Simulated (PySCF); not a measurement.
Atom-mapped SMILES (the numbers label the heavy atoms): `[N:1]#[C:2][SiH2:3][AsH2:4]`. Each H is labelled by its parent atom.

Geometry: PBE0-D3(BJ)/def2-SVP; GIAO shifts from PySCF 2.14, gas phase, non-relativistic, averaged over equivalent atoms.

At PBE0/pcSseg-1 (119 basis functions, 7.6 s wall time on 1 thread of an x86-64 server CPU, shared host):
| atoms | δ (ppm) |
| --- | --- |
| N1 | 379.4 |
| C2 | 123.9 |
| Si3 | -72.6 |
| As4 | -49.9 |
| H(Si3) | 4.67 |
| H(As4) | 2.09 |

Scale: NH3 for $^{15}$N (265.67 ppm); $^{13}$C (184.41 ppm) and $^{29}$Si (351.99 ppm) and $^{1}$H (31.27 ppm) vs TMS; AsH3 for $^{75}$As (1910.42 ppm) (reference shieldings calculated alike).

Q: Estimate the result of repeating the calculation with wB97X-D/pcSseg-2.

A: 
```json
{"atoms": "N1", "δ at wB97X-D/pcSseg-2": "373.1", "change": "-6.3"}
{"atoms": "C2", "δ at wB97X-D/pcSseg-2": "129.2", "change": "+5.3"}
{"atoms": "Si3", "δ at wB97X-D/pcSseg-2": "-73.0", "change": "-0.4"}
{"atoms": "As4", "δ at wB97X-D/pcSseg-2": "-45.4", "change": "+4.5"}
{"atoms": "H(Si3)", "δ at wB97X-D/pcSseg-2": "4.57", "change": "-0.10"}
{"atoms": "H(As4)", "δ at wB97X-D/pcSseg-2": "2.09", "change": "+0.00"}
```

References, each an isolated molecule treated in the same way: $^{15}$N (σref 260.06) vs NH3; $^{13}$C (σref 184.42) and $^{29}$Si (σref 340.70) and $^{1}$H (σref 31.36) against TMS; $^{75}$As (σref 1889.40) vs AsH3.

The largest change is at N1 (nitrile nitrogen). Cost: 234 basis functions, 24 s wall time on 1 thread of an x86-64 server CPU, shared host.

Relativistic effects, spin–orbit coupling among them, are left out; they matter for As and for the light atoms bonded to it. Experimental scales use liquid or dissolved standards, which lie at an offset from isolated NH3 (liquid NH3: subtract about 20 ppm). Unscaled 15N shifts of sp2 nitrogen come out 20 to 40 ppm too high even then.
